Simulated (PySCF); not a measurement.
**Vertical excitation energies**

Species: C₈H₇F₃O.
InChI=1S/C8H7F3O/c1-5-3-7(8(9,10)11)6(5)4-12-2/h3-4H,1H2,2H3/b6-4-

Computed with TDDFT PBE0/def2-SVPD, vertical, gas phase, core orbitals frozen in the response (PySCF). Geometry: PBE0-D3(BJ)/def2-SVP, one conformer, isolated molecule. Torsions of this conformer, `[CH2:1]=[C:2]1[CH:3]=[C:4]([C:5]([F:6])([F:7])[F:8])/[C:9]1=[CH:10]\[O:11][CH3:12]`: C3–C4–C5–F6 -121°, C9–C10–O11–C12 176°.

Problem. List the vertical singlet excitations with oscillator strengths and describe the spectrum.

Solution. 

```tsv
state	E (eV)	λ (nm)	f	main configurations (H = HOMO, L = LUMO)
S1	3.89	318.8	0.028	H→L (92%)
S2	5.07	244.6	0.113	H-1→L (74%), H-1→L+1 (22%)
S3	5.51	225.0	0.560	H→L+1 (88%)
S4	5.90	210.0	0.0096	H→L+2 (95%)
S5	6.24	198.8	0.506	H-1→L+1 (74%), H-1→L (22%)
S6	6.47	191.5	0.0054	H→L+3 (96%)
S7	6.69	185.4	0.0039	H→L+4 (88%)
S8	6.83	181.4	0.0000	H→L+5 (72%), H-1→L+2 (11%)
S9	6.90	179.8	0.013	H-1→L+2 (53%), H-1→L+3 (17%), H→L+5 (10%)
S10	6.94	178.7	0.0010	H-4→L (78%)
```

Triplets (Tamm–Dancoff): T1 2.71 eV, H→L (66%), H-1→L (17%), H→L+1 (12%); T2 3.37 eV, H-1→L (68%), H→L (10%), H-1→L+1 (10%); T3 3.83 eV, H→L+1 (73%), H→L (18%); T4 4.88 eV, H-1→L+1 (77%), H-1→L (12%).

The lowest singlet lies at 3.89 eV (319 nm, ultraviolet) and is weak; its leading configuration is HOMO→LUMO (92%). The strongest level in the table is S3 at 5.51 eV (225 nm, f = 0.560). Löwdin shares by element: HOMO carbon 60% or more, oxygen 21% (atoms not listed hold the other 19%); LUMO carbon 74% or more (atoms not listed hold the other 26%). The oscillator strengths of these states sum to 1.239; summed over the whole spectrum of an exact calculation they would give the number of electrons, 90 (Thomas–Reiche–Kuhn). Of the 10 states listed, 5 reach f = 0.01 and 1 stays under 0.0005. Orbital energies (eV): HOMO-3 -9.94, HOMO-2 -9.82, HOMO-1 -7.29, HOMO -6.39, LUMO -1.48, LUMO+1 -0.45, LUMO+2 0.58. Singlets were solved by full linear response, triplets in the Tamm–Dancoff approximation.
